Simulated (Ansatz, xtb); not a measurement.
**Two isomers of C3H4FGeNO**

We compare a, `Fc1cn[c]([GeH3])o1`, a singlet, with b, `Fc1nc[c]([GeH3])o1`, a singlet. Both are isolated molecules in the gas phase, relaxed with B3LYP/def2-SVP.

Quicker runs give these differences E(b) − E(a): GFN2-xTB −1.7 kcal/mol; HF/STO-3G −0.5 kcal/mol (at GFN2-xTB geometries); r2SCAN-D4/def2-SVP −4.8 kcal/mol (at GFN2-xTB geometries).

Estimate E(b) − E(a) at the level CCSD(T)/def2-SVP + ΔMP2/def2-TZVPP.

Calculated at CCSD(T)/def2-SVP + ΔMP2/def2-TZVPP: E(b) − E(a) = −4.8 kcal/mol, so structure b lies lower.

The same difference at several levels:

```
                             level        geometry  E(b) − E(a) (kcal/mol)  departure from the last row (kcal/mol)  job, with rough time for the two
                          GFN2-xTB        GFN2-xTB                      −1.7                                    +3.1              optimisation, 0.46 s
                         HF/STO-3G        GFN2-xTB                      −0.5                                    +4.3               single point, 1.9 s
                r2SCAN-D4/def2-SVP        GFN2-xTB                      −4.8                                     0.0               single point, 9.3 s
                    B3LYP/def2-SVP  B3LYP/def2-SVP                      −4.3                                    +0.5             optimisation, 4.8 min
                       HF/def2-SVP  B3LYP/def2-SVP                      −7.1                                    −2.3           part of the CCSD(T) run
                      MP2/def2-SVP  B3LYP/def2-SVP                      −5.1                                    −0.3           part of the CCSD(T) run
                  CCSD(T)/def2-SVP  B3LYP/def2-SVP                      −5.3                                    −0.5                      single point
CCSD(T)/def2-SVP + ΔMP2/def2-TZVPP  B3LYP/def2-SVP                      −4.8                                                     single point, 3.5 min
```

As drawn, both hold the same kinds of bond in the same numbers.

HF/STO-3G finds them nearly level. The largest departure from CCSD(T)/def2-SVP + ΔMP2/def2-TZVPP is that of HF/STO-3G, 4.3 kcal/mol. The last row adds to CCSD(T) the change of the MP2 difference between the two basis sets, here +0.5 kcal/mol.

With thermal terms from frequencies at re-optimised GFN2-xTB minima (ideal gas, soft modes damped towards free rotors, one conformer each, 298.15 K, 1 atm): on the last row, ΔE + ΔZPE = −4.7, ΔH = −4.7, ΔG = −4.6 kcal/mol.

The correlated steps freeze 15 core orbitals; the filled d shell of Ge is correlated, in a basis made for valence electrons. Programs: Ansatz 0.2.0, xtb 6.7.1; the last row on 2 threads of Intel(R) Xeon(R) Processor @ 2.50GHz (Skylake/Cascade Lake) on a shared host.
